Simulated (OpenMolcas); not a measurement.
How basis sets differ on AlH2BrO (SMILES [OH][AlH][Br])

The species is AlH2BrO (5 atoms), meant as a singlet with charge 0. As SMILES, `[OH][AlH][Br]`. The shape comes from GFN2-xTB, which is rough for such elements, and wasn't checked as a minimum. This is one conformer, not always the lowest.

```xyz
5

O    -1.0604   -0.3243   -0.4221
Al    0.3513    0.2582    0.1612
Br    2.1303   -1.0420    0.6090
H    -1.8911   -0.6294   -0.7600
H     0.4700    1.7375    0.4118
```

Each level gives the dipole moment (D). The values are calculated.

```csv
level,kind,program,value (D)
HF/STO-3G,Hartree–Fock,OpenMolcas,2.97
HF/3-21G,Hartree–Fock,OpenMolcas,3.12
HF/6-31G,Hartree–Fock,OpenMolcas,2.96
HF/def2-SVP,Hartree–Fock,OpenMolcas,2.42
```

All-electron rows without a relativistic Hamiltonian named are non-relativistic. The values span 2.42 to 3.12 D. Sets without polarisation functions give poor dipoles.
